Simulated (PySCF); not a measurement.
A GIAO shielding run with PySCF 2.14.0 with density-fitted response routines (density fitting, non-relativistic, gas phase) on SMILES [SiH3]C[C@H]1CBCCC1, C₆H₁₅BSi:

```
$ OMP_NUM_THREADS=1 python probes_run.py task.json out

{"job": {"kind": "nmr", "xc": "mPW1PW91", "basis": "pcSseg-1", "pop": false}, "charge": 0, "multiplicity": 1}
Si     2.915942     0.333566    -0.729759
C      1.520890     0.414928     0.541342
C      0.109839     0.612218    -0.021679
C     -0.294311    -0.484633    -1.013158
B     -1.822113    -0.605277    -1.331040
C     -2.869615     0.021301    -0.355526
C     -2.317458     1.090396     0.586801
C     -0.923733     0.745389     1.100465
H      4.237351     0.459152    -0.039124
H      2.919403    -0.952596    -1.493577
H      2.787494     1.456696    -1.712482
H      1.767388     1.239073     1.234282
H      1.557433    -0.508815     1.148499
H      0.104180     1.572561    -0.573170
H     -0.072293    -1.483716    -0.570544
H      0.317429    -0.468853    -1.932111
H     -2.189699    -1.292279    -2.262989
H     -3.793299     0.338739    -0.867481
H     -3.187801    -0.872020     0.229607
H     -2.999904     1.261187     1.436039
H     -2.264346     2.054891     0.050430
H     -0.958760    -0.202839     1.670973
H     -0.586429     1.516435     1.813217
```

Hardware: 1 thread of an Intel Xeon, shared host. The job also computes ring-centre shieldings.

Q: How large is the calculation?

A: 70 electrons, 218 basis functions and 1145 auxiliary functions.

Q: How long does it take, and how much memory does it need?

A: 87 s of wall time, with 12 SCF cycles and 5 response iterations; peak memory 1.2 GiB. Times on a shared host scatter by some tens of per cent.

Q: And these other runs on the same molecule and hardware: GIAO shielding at PBE0/pcSseg-1?

A: PBE0/pcSseg-1: 218 functions, 2 min.
